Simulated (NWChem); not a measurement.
CH$_{2}$Cl$_{2}$F$_{2}$Si; SMILES FC([SiH](Cl)Cl)F

```xyz
8

F      0.1252     2.3482     0.6468
C      0.7633     1.3370     0.0040
F      0.6039     1.5034    -1.3274
Si    -0.0051    -0.3245     0.5745
Cl    -1.9402    -0.4145    -0.0851
Cl     1.1137    -1.8361    -0.2498
H      1.8438     1.4109     0.2347
H      0.0284    -0.4321     2.0517
```
Atoms are numbered in this order, from 1.

Results from NWChem. Pople sets run with spherical d functions. All runs use the structure optimised with PBE0/def2-SVP. Atomic charges in e: unrestrained fits to the electrostatic potential beside Mulliken populations; buried atoms are poorly determined by the fit.

Question: Predict the results for Hartree-Fock/6-31G*. Quantities: ESP F1; Mulliken F1; ESP C2; Mulliken C2; ESP F3; Mulliken F3; ESP Si4; Mulliken Si4; ESP Cl5; Mulliken Cl5; relative RMS misfit of the potential (%).

Answer: The ESP F1 comes out as -0.29 and the Mulliken F1 is -0.42. The ESP C2 is 0.49 and the Mulliken C2 is 0.46. The ESP F3 is -0.28. The Mulliken F3 is -0.41, the ESP Si4 is 0.60 and the Mulliken Si4 comes out as 0.91. The ESP Cl5 is -0.20, the Mulliken Cl5 is -0.30 and the relative RMS misfit of the potential (%) is 27.
